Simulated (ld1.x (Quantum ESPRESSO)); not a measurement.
**tantalum: PAW pseudisation with PW91, fully relativistic reference atom.**

Input for ld1.x (Quantum ESPRESSO) 7.5:

```
&input
   title='Ta', zed=73., rel=2, dft='PW91', iswitch=3,
   config='[Xe] 4f14 5d3 6s1.75 6p0.25', rel_dist='average',
   nld=5, rlderiv=3.15, eminld=-5.0, emaxld=5.0, deld=0.02
 /
 &inputp
   pseudotype=3, lpaw=.true., tm=.true., lloc=-1, rcloc=2.40,
   nlcc=.true., rcore=1.75,
   which_augfun='PSQ', rmatch_augfun_nc=.true.,
   file_pseudopw='Ta.UPF', file_wfcaegen='ae.wfc', file_wfcncgen='nc.wfc', file_beta='beta', file_chi='chi', file_wfcusgen='us.wfc'
 /
6
6S  1  0   1.75   0.00  2.70  2.90  0.0
6S  1  0   0.00   0.95  2.70  2.90  0.0
5P  2  1   6.00   0.00  1.70  1.95  0.0
6P  3  1   0.25   0.00  1.70  1.95  0.0
5D  3  2   3.00   0.00  1.85  2.20  0.0
5D  3  2   0.00   1.00  1.85  2.20  0.0
 &test
   configts(1)='5p6 5d3 6s1.75 6p0.25'
 /
```

Command:

```bash
ld1.x < Ta.in > Ta.out
```

Resulting log (shortened: banner, matrices, multipoles, cross overlaps and the repeated all-electron block are left out):

```
[... start of the log left out ...]
     Speed at rcutus      0.358 a.u.,  v/c =  0.002610,  (v/c)^2 = -0.00000681

     Wfc 6P LC norm =  0.99997806 SC norm =  0.00002179 missing  0.00000015
     Speed at rcutus      0.312 a.u.,  v/c =  0.002278,  (v/c)^2 =  0.00000519

     Wfc 6P LC norm =  0.99998274 SC norm =  0.00001460 missing  0.00000265
     Speed at rcutus      0.186 a.u.,  v/c =  0.001359,  (v/c)^2 =  0.00000185

     Wfc 5D LC norm =  0.99989135 SC norm =  0.00010863 missing  0.00000002
     Speed at rcutus      0.723 a.u.,  v/c =  0.005279,  (v/c)^2 =  0.00002787

     Wfc 5D LC norm =  0.99990067 SC norm =  0.00009720 missing  0.00000213
     Speed at rcutus      0.737 a.u.,  v/c =  0.005380,  (v/c)^2 =  0.00002894
      Wfc-us  6S rcutus= 2.885  Estimated cut-off energy=     5.43 Ry
      Wfc-us  6S rcutus= 2.885  Estimated cut-off energy=     8.24 Ry
      Wfc-us  5P rcutus= 1.934  Estimated cut-off energy=    22.90 Ry
      Wfc-us  5P rcutus= 1.934  Estimated cut-off energy=    22.51 Ry
      Wfc-us  6P rcutus= 1.934  Estimated cut-off energy=    42.31 Ry
      Wfc-us  6P rcutus= 1.934  Estimated cut-off energy=    40.35 Ry
      Wfc-us  5D rcutus= 2.191  Estimated cut-off energy=    23.83 Ry
      Wfc-us  5D rcutus= 2.191  Estimated cut-off energy=    23.73 Ry
      Wfc-us  5D rcutus= 2.191  Estimated cut-off energy=    32.88 Ry
      Wfc-us  5D rcutus= 2.191  Estimated cut-off energy=    31.38 Ry

     Required augmentation: PSQ   radius:    2.900000
      Problem with multipole  7  2:  7  2 l3=  0      0.0000129

     Q pseudized with Bessel functions
     Expected ecutrho=     148.0879 due to l1=  2   l2=  2

 %%%%%%%%%%%%%%%%%%%%%%%%%%%%%%%%%%%%%%%%%%%%%%%%%%%%%%%%%%%%%%%%%%%%%%%%%%%%%%
     Error in routine new_paw_hamiltonian (1):
     negative rho
 %%%%%%%%%%%%%%%%%%%%%%%%%%%%%%%%%%%%%%%%%%%%%%%%%%%%%%%%%%%%%%%%%%%%%%%%%%%%%%

     stopping ...
```

The run stopped because the spherical valence density built from the smooth waves and the augmentation charge turned negative at some radius.

The run took about 0.34 s on one core of a shared server CPU.
